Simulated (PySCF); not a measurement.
NICS in one family of compounds.

Probes without a nucleus sit at each ring's centroid and 1 Å off its mean plane on both sides; NICS is minus the shielding there, NICSzz its component along the normal. Level: GIAO PBE0/pcSseg-1 (PySCF, non-relativistic, gas phase) on the GFN2-xTB geometries, one conformer each. Atom numbers follow the mapped SMILES.

Problem. Order these rings by mean NICS(1)zz, lowest (most negative) first (ppm).
A. ring C5–C6–C7–O8–C9 in `[SiH3:1][N:2]1[SiH2:3][CH2:4][c:5]2[cH:6][cH:7][o:8][c:9]21`
B. ring C2–N3–C4–O5–C6 in `[CH3:1][c:2]1[n:3][cH:4][o:5][c:6]1[N:7]([SiH3:8])[SiH3:9]`
C. ring C3–C4–C5–O6–C7 in `[O:1]=[CH:2][c:3]1[cH:4][cH:5][o:6][c:7]1[N:8]([SiH3:9])[SiH3:10]`

Solution. B (-22.1), A (-20.8), C (-14.2).

```json
{"SMILES": "Cc1ncoc1N([SiH3])[SiH3]", "ring": "5-membered ring with N and O; formal bonds all aromatic", "NICS(0)": "-10.6", "NICS(1)": "-9.0", "NICS(1)zz": "-22.1", "HOMA": "0.40", "rms pucker (Å)": "0.00", "ring atoms with four or more neighbours": "0"}
{"SMILES": "[SiH3]N1[SiH2]Cc2ccoc21", "ring": "5-membered ring with O; formal bonds all aromatic", "NICS(0)": "-10.7", "NICS(1)": "-8.8", "NICS(1)zz": "-20.8", "HOMA": "0.39", "rms pucker (Å)": "0.00", "ring atoms with four or more neighbours": "0"}
{"SMILES": "O=Cc1ccoc1N([SiH3])[SiH3]", "ring": "5-membered ring with O; formal bonds all aromatic", "NICS(0)": "-8.2", "NICS(1)": "-6.8", "NICS(1)zz": "-14.2", "HOMA": "0.18", "rms pucker (Å)": "0.00", "ring atoms with four or more neighbours": "0"}
```

NICS(0) gives another order. The isotropic NICS(1) gives the same order. HOMA uses Krygowski's 1993 parameters. NICS(1) and NICS(1)zz are means over the two faces.
